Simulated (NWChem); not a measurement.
Species: GeAsH$_{5}$; SMILES [GeH3][AsH2]

Program: NWChem. The geometry was optimised at PBE0/def2-SVP. Ions are spin-unrestricted doublets at the neutral geometry; other ion states weren't tried.

Problem. Predict the results for PBE/def2-SVP. Quantities: vertical ionisation energy, ΔSCF (eV); −ε(HOMO) (eV).

Solution. 
```
Property                               Value
-------------------------------------  -----
vertical ionisation energy, ΔSCF (eV)   9.52
−ε(HOMO) (eV)                           6.39
```
